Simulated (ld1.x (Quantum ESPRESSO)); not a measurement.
# Mn (Z = 25): PAW pseudisation with PBE, scalar-relativistic reference atom.

ld1.x (Quantum ESPRESSO) 7.5 input, shortened:

```
&input
   title='Mn', zed=25., rel=1, dft='PBE', iswitch=3,
   config='[Ar] 3d5.5 4s1.5 4p0 4f-2'
 /
 &inputp
   pseudotype=3, lpaw=.true., tm=.true., lloc=-1, rcloc=1.25,
   nlcc=.true.,
   which_augfun='BESSEL', rmatch_augfun=0.85
 /
8
4S  1  0   1.50   0.00  2.45  2.90  0.0
4S  1  0   0.00   4.30  2.45  2.90  0.0
4P  2  1   0.00   0.00  4.00  4.40  0.0
4P  2  1   0.00   0.25  4.00  4.40  0.0
3D  3  2   5.50   0.00  0.95  1.00  0.0
3D  3  2   0.00   2.70  0.95  1.00  0.0
4F  4  3  -2.00  -0.10  3.20  4.00  0.0
4F  4  3  -2.00   2.45  3.20  4.00  0.0
 &test
   configts(1)='3d5.5 4s1.5 4p0'
 /
```

All-electron outer shells of the reference configuration (PBE, scalar-relativistic, ld1.x):

```
shell  level (eV)  outermost node (bohr)  outermost maximum (bohr)
   3s      -83.54                   0.34                      0.74
   3p      -52.34                   0.31                      0.75
   3d       -4.89                      –                      0.77
   4s       -4.58                   1.06                      2.57
   4p       -1.13                   1.17                      3.60
```

Results:

* Configuration tests: test run stopped at test 5 of 7 (negative rho)
* Lowest eigenvalue of the overlap operator: -47.67 (f channel); it is negative, so in a basis up to 400 Ry S is not positive definite and the file is unfit for use

The ghost test of this file was not conclusive. Its overlap operator is not positive definite in a basis up to 400 Ry (lowest eigenvalue s -0.13, f -47.67), so the file is unfit for use: the generalised eigenproblem breaks down once the basis is large enough, and its test numbers describe a broken file.

Generation and tests took about 2.3 s on one core of a shared server CPU.
